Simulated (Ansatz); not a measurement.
Predict a relaxed structure of the cluster Pt4H7, charge 0, doublet, at r2SCAN-D4/def2-SVP (Ansatz).


```tsv
atom	x (Å)	y (Å)	z (Å)
Pt1	-1.630	-0.338	0.476
Pt2	0.275	1.033	-0.878
Pt3	0.592	-1.672	-0.071
Pt4	0.868	0.338	1.558
H5	0.526	-1.688	-1.606
H6	2.403	0.242	1.706
H7	0.082	2.559	-0.938
H8	-2.926	0.511	0.388
H9	0.117	-3.006	-0.728
H10	-1.863	0.527	1.715
H11	1.556	1.493	-1.623
```
 This is one stationary point.

In the def2 sets Pt takes a core potential; there is no spin–orbit coupling. The structure comes from a short search, and lower isomers may exist.
